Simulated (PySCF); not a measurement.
H6N3Si, SMILES N[Si](N)N, multiplicity 2. Geometry: B3LYP-D3(BJ)/def2-SVP. One conformer was computed; it need not be the lowest.

Task: Give the equilibrium geometry at B3LYP-D3(BJ)/def2-SVP (PySCF confirms it by a frequency run) as bond lengths and angles, and its point group. (Estimate from the structure and the level; the computed values follow.)

Result: This is not unique; one that fits is point group C3.
Atoms: N1 Si2 N3 N4 H5 H6 H7 H8 H9 H10. Bond lengths (Å): N1–Si2 1.750, N1–H5 1.018, N1–H6 1.016, Si2–N3 1.750, Si2–N4 1.750, N3–H7 1.016, N3–H8 1.018, N4–H9 1.016, N4–H10 1.018. Angles (°): Si2–N1–H5 116.2, Si2–N1–H6 119.6, H5–N1–H6 110.5, N1–Si2–N3 107.0, N1–Si2–N4 107.0, N3–Si2–N4 107.0, Si2–N3–H7 119.6, Si2–N3–H8 116.2, H7–N3–H8 110.5, Si2–N4–H9 119.6, Si2–N4–H10 116.2, H9–N4–H10 110.5.
Charge 0, spin multiplicity 2.
